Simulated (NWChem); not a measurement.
CH₃FSe; SMILES C[Se]F

Program: NWChem. Geometry: optimised at PBE0/def2-SVP. B3LYP is NWChem's, with the RPA form of VWN correlation. Vertical excitations in the gas phase; the lowest state need not have the same character in each row.

Problem. Among these, which level gives the lowest value of “lowest excitation, singlet (eV)”?
A. PBE/def2-SVPD, TDA
B. PBE0/def2-SVPD, TDA
C. B3LYP/def2-SVPD, TDA
D. BHandHLYP/def2-SVPD, TDA

Solution. A, PBE/def2-SVPD, TDA. Values: PBE/def2-SVPD, TDA 2.98; B3LYP/def2-SVPD, TDA 3.09; PBE0/def2-SVPD, TDA 3.14; BHandHLYP/def2-SVPD, TDA 3.25
